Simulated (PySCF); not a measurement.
**Dipole moment and polarisability of `N#CC1=C(Cl)CC1`**

Species: C₅H₄ClN.
Structure used (GFN2-xTB), in Å, numbered top down from 1:
```
atom  x, y, z in Å
N1     3.299   -0.145   -0.358
C2     2.162   -0.049   -0.232
C3     0.779    0.045   -0.080
C4    -0.102    1.050    0.089
Cl5    0.030    2.736    0.203
C6    -1.309    0.163    0.147
C7    -0.313   -1.008   -0.047
H8    -2.021    0.304   -0.663
H9    -1.839    0.170    1.097
H10   -0.433   -1.563   -0.974
H11   -0.249   -1.699    0.791
```

Level: CAM-B3LYP/def2-SVPD (PySCF), static field, nuclei fixed, core orbitals frozen in the response. The polarisability tensor in these axes (au):

```
x   93.25 -9.46 -5.15
y   -9.46 84.57  3.56
z   -5.15  3.56 51.73
```

Problem. What are the eigenvalues, a third of the trace, and Δα (Δα² = ½Σ(αi − αj)² over the three pairs)?

Solution. Principal values 50.92, 78.50 and 100.13 au; mean 76.52 au = 11.34 Å³ = 12.62 × 10⁻⁴⁰ C²·m²/J; Δα = 42.72 au (56 % of the mean).

Problem. What is the dipole moment, and where does it point?

Solution. (-4.53, -0.78, 0.41) D, 4.61 D in size, pointing from the negative to the positive side. Measured along this direction, the outermost atoms are N1 at the negative end and H9 and H8 at the positive end.

Problem. Find the Langevin capture rate constant for NO+ (29.998 u) meeting this molecule (113.003 u), k = 2.342 × 10⁻⁹ cm³/s × √(α in Å³ / reduced mass in u).

Solution. The reduced mass is 23.71 u, so k = 1.62 × 10⁻⁹ cm³/s. The formula leaves out the permanent dipole, which adds to the capture rate.

Problem. Refractivity n − 1 of an ideal gas of it at 350 K and 1 atm, from the electronic α?

Solution. N = p/kT = 2.0968 × 10¹⁹ cm⁻³, so n − 1 = 2π × N × 11.34 × 10⁻²⁴ cm³ = 1494 × 10⁻⁶ at long wavelengths, for an ideal gas.

Problem. Give the principal axes and the span of the nuclei along them.

Solution. Largest value along (0.83, -0.54, -0.13), where the nuclei span 4.64 Å; middle along (0.54, 0.84, 0.01), 3.87 Å; least along (0.10, -0.08, 0.99), 1.78 Å. The response follows the extents in order.

Isolated species at its GFN2-xTB geometry, gas phase.

The run behind these numbers computed excited states as well. Hardware: one thread, Arm Neoverse V1, no GPU, on a shared host. Cost: 24 s of wall time.
